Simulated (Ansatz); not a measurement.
## Four-centre ligand exchange

Start structure (CH$_{7}$BrGe, singlet), relaxed at PBE0-D4/def2-TZVP:

Ge1  (-0.491, -2.122, -0.083)
Br2  (1.802, -1.854, 0.011)
H3  (-0.801, -2.878, -1.378)
H4  (-0.899, -2.929, 1.153)
H5  (-1.112, -0.723, -0.079)
H6  (1.028, 1.289, 0.078)
C7  (0.300, 2.100, 0.075)
H8  (-0.361, 2.000, 0.936)
H9  (-0.288, 2.060, -0.841)
H10  (0.820, 3.057, 0.129)
(Å)

The step: GeH₃Br ([GeH3][Br]) + CH₄ → CH₆Ge ([CH3][GeH3]) + HBr; bonds formed: Ge1–C7, Br2–H6; bonds broken: Ge1–Br2, H6–C7. Program: Ansatz 0.2.0. Basis: def2-TZVPP and def2-QZVPP. Cores are frozen in the correlated methods. Filled d shells of the heavier atoms are correlated. The def2 sets are not built for correlating such inner shells, so the correlated values are less sure here. Extrapolation: Hartree–Fock as exp(−7.88 √X), correlation as X^−2.97. Energies below are by CCSD(T) at an estimated basis limit (MP2 extrapolated from triple and quadruple zeta, plus CCSD(T) − MP2 in triple zeta).

(1) What are the electronic barrier and the energy of the step, from the start structure to the end structure? (To be estimated.)

No T1 diagnostic of these runs exceeds 0.010.

Answers

(1) By the calculation: Barrier 262.5 kJ/mol; step energy 92.8 kJ/mol (uphill); reverse barrier, their difference, 169.7 kJ/mol. Barrier and step energy count from the start structure, the reverse barrier from the end structure.

The saddle point: One imaginary mode of 466i cm⁻¹.
```
   pair  start (Å)  saddle (Å)  end (Å)
 Ge1–C7       4.30        2.25     1.95
 Br2–H6       3.24        1.99     1.43
Ge1–Br2       2.31        2.94     4.33
  H6–C7       1.09        1.23     3.26
```

Zero-point energy (harmonic, PBE0-D4): ZPE is 182.5 kJ/mol at the start and 177.0 kJ/mol at the saddle, so the barrier goes from 262.5 to 257.0 kJ/mol.

Labels in which every atom is bracketed show which atoms are joined, not bond orders.

For scale, one of the runs: CCSD(T)/def2-TZVPP, 225 basis functions, launched by `ansatz run in.yaml --threads 8 --pin off --events-out ev --progress --plain --max-ram 19148MiB`. The run took 23 s on 8 CPU threads of an Intel Xeon 6975P-C (shared host), with 4.2 GiB of host memory at its peak.
